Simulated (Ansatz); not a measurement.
Isolated molecules relaxed with PBE0-D4/def2-TZVP in Ansatz; ΔE leaves out vibrations. CCSD(T)/CBS adds triple-zeta CCSD(T) − MP2 to the extrapolated MP2 energy (def2 sets, frozen cores). Functionals use def2-TZVPP. For Ge outer-core shells are correlated without core-valence functions, which leaves a few kJ/mol of doubt a bond. Scalar relativity is left out up to krypton. Each species was taken in one conformer, which may not be the lowest.

Consider the cleavage of the Si–Ge bond: `[OH][GeH2][SiH](O)O` + `S[SiH2]Cl` → `O[SiH](O)S[SiH2]Cl` + `[OH][GeH3]`.

| species | PBE0-D4 energy (Eh) |
| --- | --- |
| `[OH][GeH2][SiH](O)O` | -2595.39743 |
| `S[SiH2]Cl` | -1149.39281 |
| `O[SiH](O)S[SiH2]Cl` | -1590.48464 |
| `[OH][GeH3]` | -2154.32997 |

(1) Work out ΔE.

Largest T1 diagnostic among the species: 0.012.

Answers

(1) ΔE = (-1590.48464) + (-2154.32997) − (-2595.39743) − (-1149.39281) = -0.02437 Eh = -0.66 eV. CCSD(T)/CBS gives -0.69 eV.

From PBE to PBE0 (25 % exact exchange), in def2-TZVPP and without D4, ΔE moves by −0.07 eV. The D4 term adds −0.06 eV with B3LYP and −0.03 eV with PBE0; it sums over pairs of atoms, weighted by their polarisabilities, and B3LYP, whose exchange is more repulsive, gets the larger term.

B3LYP here is the variant with VWN-RPA as its local correlation; programs differ in this.
